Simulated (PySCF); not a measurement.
PySCF 2.14 output of an unrestricted PW91 calculation on a single atom or ion in ANO-R3, with the spin-free X2C one-electron Hamiltonian (Gaussian nucleus):

```
SCF conv_tol = 1e-09
number electrons alpha = 38  beta = 34
    J. P. Perdew. In P. Ziesche and H. Eschrig, editors, Proceedings of the 75. WE-Heraeus-Seminar and 21st Annual International Symposium on Electronic Structure of Solids, 11. Berlin, 1991. Akademie Verlag.
    J. P. Perdew, J. A. Chevary, S. H. Vosko, K. A. Jackson, M. R. Pederson, D. J. Singh, and C. Fiolhais.,  Phys. Rev. B 46, 6671 (1992)
    J. P. Perdew, J. A. Chevary, S. H. Vosko, K. A. Jackson, M. R. Pederson, D. J. Singh, and C. Fiolhais.,  Phys. Rev. B 48, 4978 (1993)
    J. P. Perdew. In P. Ziesche and H. Eschrig, editors, Proceedings of the 75. WE-Heraeus-Seminar and 21st Annual International Symposium on Electronic Structure of Solids, 11. Berlin, 1991. Akademie Verlag.
    J. P. Perdew, J. A. Chevary, S. H. Vosko, K. A. Jackson, M. R. Pederson, D. J. Singh, and C. Fiolhais.,  Phys. Rev. B 46, 6671 (1992)
    J. P. Perdew, J. A. Chevary, S. H. Vosko, K. A. Jackson, M. R. Pederson, D. J. Singh, and C. Fiolhais.,  Phys. Rev. B 48, 4978 (1993)
cycle= 1 E= -16144.3650825997  delta_E= -0.029  |g|= 0.472  |ddm|= 0.182
cycle= 2 E= -16144.3394410763  delta_E= 0.0256  |g|= 0.825  |ddm|= 0.14
cycle= 3 E= -16144.3783420324  delta_E= -0.0389  |g|= 0.0108  |ddm|= 0.0879
cycle= 4 E= -16144.3783502255  delta_E= -8.19e-06  |g|= 0.000306  |ddm|= 0.00143
cycle= 5 E= -16144.3783502321  delta_E= -6.61e-09  |g|= 4.37e-06  |ddm|= 4.66e-05
cycle= 6 E= -16144.3783502322  delta_E= -1.27e-11  |g|= 8.88e-07  |ddm|= 2.57e-06
converged SCF energy = -16144.3783502322  <S^2> = 6.001279  2S+1 = 5.0005116
```

The run itself started from symmetry-adapted Hartree-Fock orbitals and held the occupation by maximum overlap, on a logarithmic radial grid, so the iterations belong to that start.

Question: Which element, charge and spin multiplicity is this?

Answer: W(2+) (tungsten, charge +2), multiplicity 5; the state was [Xe] 4f14 5d3 6s1, high-spin 5F determinant (an excited configuration).

Spin-orbit coupling, absent here, splits the open shell strongly.
